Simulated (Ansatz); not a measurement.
Reaction (redistribution): `[SH][Ga]([Cl])[Cl]` + `[NH2][Mg][Cl]` → `[Cl][Ga]([Cl])[Cl]` + `[NH2][Mg][SH]`

Gas-phase electronic energies from Ansatz, PBE0-D4/def2-TZVP geometries. CBS: MP2 limit from def2 TZ/QZ plus the TZ coupled-cluster correction, frozen cores. DFT in def2-TZVPP. For Ga, Mg outer-core shells are correlated without core-valence functions, which leaves a few kJ/mol of doubt a bond. Scalar relativity is left out up to krypton. Each species was taken in one conformer, which may not be the lowest.

**Question.** Is it downhill or uphill in electronic energy at CCSD(T)/CBS, and by how much? (An estimate is asked.)

**Answer.** Ansatz gave: Uphill: ΔE = +52.3 kJ/mol.

**Question.** What do these levels give: B2PLYP, r2SCAN, PBE0, RPA@PBE/def2-TZVPP, CCSD(T)/def2-SVP, CCSD/CBS(def2)? (Estimate.)

**Answer.** The calculation gave: B2PLYP 50.7, r2SCAN 52.2, PBE0 50.0, RPA@PBE/def2-TZVPP 47.3, CCSD(T)/def2-SVP 49.8, CCSD/CBS(def2) 52.6 kJ/mol.

Largest T1 diagnostic among the species: 0.011.

Leaving LDA and LC-ωPBE aside and taking each functional with its dispersion term where it has one, the values, not all of them listed here, spread over 2.6 kJ/mol, from PBE-D4 to BHLYP-D4.
